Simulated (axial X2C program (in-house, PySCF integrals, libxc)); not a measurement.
What spin–orbit coupling does to GaSe⁻

Computed with an axial X2C code built on PySCF integrals. Spin-free means the one-electron spin-free X2C Hamiltonian; two-component (2c) means X2C with spin–orbit coupling and atomic mean-field two-electron Coulomb and Gaunt terms, so the difference of the two also holds small scalar two-electron terms. Basis: Se dyall-acv3z [9s10p7d5f1g], Ga dyall-acv3z [10s10p8d5f1g] (cores contracted in-house); Gaussian nuclei, density fitting, unrestricted open shells. Masses: Se 79.917 u, Ga 68.926 u.

Spin-free state: M_S = 0, Λ = 0 (closed shell); fragments Se- + Ga.

```json
{"level": "PBE0", "Re (Å)": "2.255", "ωe (cm⁻¹)": "316.4", "De (eV)": "3.899", "μ (D)": "1.14"}
{"level": "HF", "Re (Å)": "2.258", "ωe (cm⁻¹)": "327.7", "De (eV)": "2.627", "μ (D)": "1.53"}
{"level": "MP2", "Re (Å)": "2.276", "ωe (cm⁻¹)": "315.9", "De (eV)": "4.028", "μ (D)": "n/a"}
{"level": "CCSD", "Re (Å)": "2.273", "ωe (cm⁻¹)": "318.0", "De (eV)": "3.732", "μ (D)": "n/a"}
{"level": "CCSD(T)", "Re (Å)": "2.283", "ωe (cm⁻¹)": "310.8", "De (eV)": "3.895", "μ (D)": "n/a"}
{"level": "PBEsol", "Re (Å)": "2.258", "ωe (cm⁻¹)": "307.7", "De (eV)": "4.306", "μ (D)": "0.91"}
```

Correlated methods: 10 electrons correlated (number of frozen shells: Se 3 s, 2 p, 1 d; Ga 3 s, 2 p, 1 d), 338 virtual spin orbitals or spinors in MP2, 88 natural virtuals in coupled cluster.

Dipoles are positive if Ga is the positive end and refer to the centre of mass.

Two-component determinant lowest at the distance of the search:

Ω = 0 (closed shell); fragments Se- + Ga.

| level | Re (Å) | ωe (cm⁻¹) | De (eV) | μ (D) |
| --- | --- | --- | --- | --- |
| PBE0 | 2.256 | 315.8 | n/a | 1.14 |
| HF | 2.259 | 327.0 | n/a | 1.53 |
| MP2 | 2.277 | 315.4 | 3.892 | n/a |
| CCSD | 2.274 | 317.4 | 3.596 | n/a |
| CCSD(T) | 2.284 | 310.3 | 3.758 | n/a |
| PBEsol | 2.259 | 307.1 | n/a | 0.90 |

Task: From the two tables, how do the constants change at the CCSD(T) level (2c against spin-free)?

Result: At the CCSD(T) level Re goes up by 0.001 Å and ωe goes down by 0.5 cm⁻¹; De changes by -0.137 eV.

One determinant describes the state; a PBE0 search over occupations chose it and may have missed a lower one. The closed shell is kept restricted, so the energy runs too high when the bond is stretched far. De is counted from the lowest determinant-based energies of the atoms at the same level, without counterpoise correction. De is not given where an atomic determinant may have missed its ground term or J level, or where the truncated virtual space spoils (T). Coupled cluster ran in a truncated set of natural virtual spinors; the MP2 energy of the rest was added. (T) has no such correction and the atoms are truncated less, which lowers De at CCSD(T) by a hundredth of an eV or more. Without a current term, density functionals place determinants with orbital angular momentum somewhat too high. The highest occupied level of some functionals is positive through self-interaction error; at Hartree–Fock it is bound. With the outer-core shells frozen, correlated bond lengths of heavy atoms tend to come out a few hundredths of an ångström too long. Hartree–Fock gets electron affinities wrong, so its lowest charge split need not be the true one.
